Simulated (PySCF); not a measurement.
AlGe from Hartree–Fock to correlated methods

State: ⁴Σ⁻ (quartet), unpaired electrons σ ↑, π ↑↑. Set-up: Al x2c-SVPall, Ge x2c-SVPall; spin-free X2C with a Gaussian nucleus (PySCF 2.14). De refers to Al + Ge in their high-spin ground configurations, without counterpoise correction. The functionals are run spin-unrestricted. A positive dipole means Al(−)Ge(+).

| Level | Re (Å) | ωe (cm⁻¹) | De (eV) | μ (D) |
| --- | --- | --- | --- | --- |
| UHF | 2.521 | 284 | 1.56 | -1.90 |
| UHF-MP2 | 2.456 | 317 | 2.25 | n/a |
| UHF-SCS-MP2 | 2.460 | 315 | 2.04 | n/a |
| UHF-CCSD | 2.475 | 310 | 2.13 | n/a |
| UHF-CCSD(T) | 2.471 | 313 | 2.23 | n/a |
| PBE | 2.481 | 299 | 2.65 | -0.86 |
| r²SCAN | 2.455 | 312 | 2.66 | -1.15 |
| M06-L | 2.445 | 318 | 2.59 | -0.71 |
| PBE0 | 2.462 | 310 | 2.49 | -1.12 |
| B97-3 | 2.475 | 304 | 2.35 | -1.17 |
| ωB97X | 2.431 | 325 | 2.26 | -1.28 |
| B2PLYP | 2.467 | 308 | 2.27 | -1.40 |

The bond length runs from 2.431 Å (ωB97X) to 2.521 Å (UHF). De spans 1.56 eV (UHF, mean field) to 2.66 eV (r²SCAN, meta-GGA). Correlation at CCSD(T) changes the Hartree–Fock bond energy by +0.67 eV; the triples alone change it by +0.10 eV.

Correlated steps freeze 14 core orbitals. Correlated levels converge slowly with the basis: in double zeta they bind strong bonds too weakly, by up to about 1 eV, and carry superposition errors of some tenths. Spin–orbit coupling is left out. B2PLYP dipoles, levels and charges come from its SCF part alone. The state is the lowest determinant that a PBE0 search found; another state may lie lower at other levels.
